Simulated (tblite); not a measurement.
Species: C₅H₁₃B₂N.
Z-matrix (Å and degrees, GFN2-xTB geometry), rows numbered from 1:
```
B 
C   1  1.5540
B   2  1.6053  1  105.55
N   3  1.3795  2  121.25  1    89.85
C   4  1.4578  3  124.67  2   179.58
C   5  1.5265  4  105.24  3  -163.72
C   6  1.5252  5  101.73  4   -34.35
C   4  1.4584  3  125.97  2    -0.23
H   1  1.1739  2  120.94  3   -90.20
H   1  1.1721  2  120.54  3    87.16
H   2  1.0890  1  113.07  3   119.39
H   2  1.0889  1  112.42  3  -117.26
H   3  1.1740  2  120.78  1   -90.32
H   5  1.0977  4  109.77  3    77.78
H   5  1.0911  4  110.70  3   -41.44
H   6  1.0910  5  110.25  4    82.47
H   6  1.0882  5  112.55  4  -155.80
H   7  1.0909  6  109.91  5   -78.19
H   7  1.0882  6  113.13  5   160.05
H   8  1.0911  4  110.67  3   -49.33
H   8  1.0974  4  109.55  3    69.89
```

Computed values, GFN2-xTB/tblite, gas phase, harmonic and unscaled. Errors from tens to a few hundred cm⁻¹ against measured bands are possible. Modes of hydrogen on boron can be 10 to 20 % off. One conformer, not necessarily the lowest.

Harmonic wavenumbers (cm⁻¹): 49.4, 85.3, 112.2, 186.0, 219.3, 231.5, 254.7, 353.2, 413.1, 576.0, 584.6, 708.8, 740.6, 786.7, 829.5, 870.1, 882.7, 911.2, 941.0, 958.5, 990.1, 1010.5, 1016.4, 1065.4, 1088.9, 1094.3, 1103.5, 1118.2, 1140.9, 1163.7, 1186.1, 1217.8, 1220.2, 1226.3, 1289.4, 1312.7, 1315.5, 1319.9, 1460.4, 1479.4, 1481.2, 1489.0, 1496.3, 1503.9, 2597.5, 2602.0, 2630.6, 2891.9, 2895.9, 2979.0, 2980.9, 2985.3, 2993.8, 2998.0, 2999.2, 3018.5, 3022.1.

A = 4611, B = 1202, C = 1059 MHz; mass 109.123 u (most abundant isotopes); point group C1, symmetry number 1.

**Question.** Zero-point energy?

**Answer.** ½Σν̃ = 39040 cm⁻¹ = 111.62 kcal/mol.

**Question.** What is S at 298.15 K and 1 bar for an ideal gas of classical rigid rotors and harmonic oscillators?

**Answer.** Translation 40.00, rotation 28.39, vibration 25.34: S = 93.7 cal/(mol K).

**Question.** And Cp and H(298.15 K) − H(0)?

**Answer.** Cp = 36.33 cal/(mol K), of which vibrations give 28.38 (their classical limit is 57 R = 113.3); H(298.15 K) − H(0) = 6.42 kcal/mol without the zero-point energy, 4.05 from vibrations.

**Question.** How do the functions run with temperature in this model?

**Answer.** 
```tsv
T (K)	S (cal/(mol K))	Cp (cal/(mol K))	H − H(0) (kcal/mol)	G − H(0) (kcal/mol)	ln q(vib)
100	66.9	17.4	1.23	-5.46	1.43
200	81.6	25.8	3.39	-12.92	3.69
300	94.0	36.5	6.48	-21.70	5.96
500	117.9	58.3	16.06	-42.91	10.70
800	150.5	79.9	37.09	-83.30	18.03
1000	169.4	89.2	54.04	-115.32	22.77
```

q(vib) and H(0) count from the zero-point level.

**Question.** Which modes carry the vibrational entropy at 298.15 K?

**Answer.** 49.4 cm⁻¹: 4.84; 85.3 cm⁻¹: 3.77; 112.2 cm⁻¹: 3.23; 186.0 cm⁻¹: 2.27; 219.3 cm⁻¹: 1.96; 231.5 cm⁻¹: 1.87 cal/(mol K); the other 51 give 7.40 together.

**Question.** Blend soft modes into free rotors: weight 1/[1 + (100 cm⁻¹/ν̃)⁴] for the oscillator and the rest for a rotor with moment μB/(μ + B), μ = h/(8π²ν), B = 10⁻⁴⁴ kg m². What vibrational entropy results?

**Answer.** 23.46 cal/(mol K) in place of 25.34, which changes −T·S at 298.15 K by +0.56 kcal/mol.

Hindered rotation and anharmonicity are outside this model. Other conformers, if any are populated, would add a mixing term that is left out. The structure is chiral; the term R ln 2 for an equal mix with its mirror image is left out.
